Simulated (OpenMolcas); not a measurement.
V3+ (d2) in a complex was computed by SS-CASPT2, IPEA 0.25 Eh, imaginary shift 0.1 Eh with the d shell active (OpenMolcas, ANO-RCC-VTZP on the metal). Its lowest spin-free states, and all those of the highest spin:

```json
{"2S+1": "3", "Degeneracy": "1", "E (cm-1)": "0"}
{"2S+1": "3", "Degeneracy": "3", "E (cm-1)": "4930"}
{"2S+1": "1", "Degeneracy": "2", "E (cm-1)": "8910"}
{"2S+1": "3", "Degeneracy": "3", "E (cm-1)": "9590"}
{"2S+1": "1", "Degeneracy": "3", "E (cm-1)": "13410"}
{"2S+1": "1", "Degeneracy": "1", "E (cm-1)": "15600"}
{"2S+1": "3", "Degeneracy": "3", "E (cm-1)": "17440"}
{"2S+1": "1", "Degeneracy": "3", "E (cm-1)": "17530"}
{"2S+1": "1", "Degeneracy": "2", "E (cm-1)": "22430"}
{"2S+1": "1", "Degeneracy": "3", "E (cm-1)": "23220"}
{"2S+1": "1", "Degeneracy": "1", "E (cm-1)": "38870"}
```

**Question.** Is the site octahedral, tetrahedral or cube-like, axial, or of lower symmetry?

**Answer.** The states with 2S+1 = 3 have orbital degeneracies 1, 3, 3, 3. Threefold states need a cubic site. For d2 at this spin an octahedron puts the threefold T1 below the threefold T2 and a tetrahedron or cube puts the single A2 below the threefold T2, so the site is a tetrahedron or a cube, which this pattern cannot tell apart. The first gap at this spin, 4930 cm-1, is |10Dq| in ligand-field theory. The run had V3+ with 4 ligands (chloride) in tetrahedral coordination (Td) at 2.27 Å. A charge of +0.25 e stands 2.4 Å behind each ligand. Ligand basis ANO-RCC-VDZP.

Roots that are degenerate in the reference are averaged as groups; the widest CASPT2 spread within a group is 710 cm-1 (the 3-fold group of multiplicity 3 near 9590 cm-1 above the lowest state of its run). Shifts and gaps below about the spread of the groups concerned are not significant. Over all roots computed the reference weight is 0.71 to 0.73; a low but even weight reflects the number of correlated electrons. Ligand-to-metal charge-transfer states are missing. These CASPT2 states fit no ligand-field parameters well, so their order and spin gaps are uncertain. With no ligand orbital active B as a rule stays too high, so bands that hang on it stand too high and its fall with covalency is understated. With one d shell and no ligand orbital active, 10Dq can be off by a tenth or more. No measured value stands beside these numbers; the geometry is a model, was not optimised and need not be the one that this ion takes.
